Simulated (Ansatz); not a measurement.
CH₅InO₃, singlet, geometry from GFN2-xTB (such geometries of metal compounds can be far from the true shape) (all electrons, no relativity); SC-NEVPT2/STO-3G, CASSCF(4,5) (Ansatz, a quantum-chemistry and plane-wave program).

Ansatz was given this input:
Ansatz 0.2 input:
```yaml
crystal:
  periodic: [false, false, false]
  atoms:
    - {symbol: In, position_ang: [0.05453552, 0.26105810, 0.13801748]}
    - {symbol: O, position_ang: [1.12540408, 1.87762235, 0.04253405]}
    - {symbol: H, position_ang: [1.70627074, 1.86436367, -0.71758795]}
    - {symbol: O, position_ang: [-1.20987494, 0.04901611, 1.60019855]}
    - {symbol: H, position_ang: [-1.16811950, 0.82447336, 2.16026164]}
    - {symbol: O, position_ang: [0.28881952, -1.13594064, -1.26363058]}
    - {symbol: C, position_ang: [-0.47515750, -2.31483829, -1.24241430]}
    - {symbol: H, position_ang: [-1.54455720, -2.11686759, -1.36111212]}
    - {symbol: H, position_ang: [-0.12933189, -2.90660237, -2.09560660]}
    - {symbol: H, position_ang: [-0.32034727, -2.89376650, -0.32714214]}
basis:
  gaussian:
    orbitals: STO-3G
magnetization: {spin_polarized: false}
correlation: {method: sc_nevpt2, electrons: all, active_space: {window: {electrons: 4, orbitals: 5}}}
```

It wrote (shortened):

```
Functional definition: HF
730 factors; integrals over basis functions are off by at most 6.7e-5 eV
mean field evaluation 1: about -161759.8455 eV, gradient 3.5e1 eV
mean field evaluation 2: about -161760.0040 eV, gradient 3.5e1 eV
mean field evaluation 4: about -161764.5825 eV, gradient 1.7e0 eV
mean field evaluation 8: about -161764.5942 eV, gradient 7.3e-4 eV
mean field -161764.59421836 eV, -5944.7391895445 hartree, gradient 2.4e-6 eV, S^2 0.000000; 0 other end points of the search recorded, 0 dependent functions left out
reference -161764.59421836 eV, -5944.7391895445 hartree; 42, 42 occupied and 10, 10 virtual orbitals, 730 factors
state -161765.79433634 eV, -5944.7832930669 hartree
state -161765.79433634 eV, -5944.7832930669 hartree; corrected -161770.07434665 eV, -5944.9405805447 hartree
Total energy: -161770.07434665 eV, -5944.9405805447 hartree
```
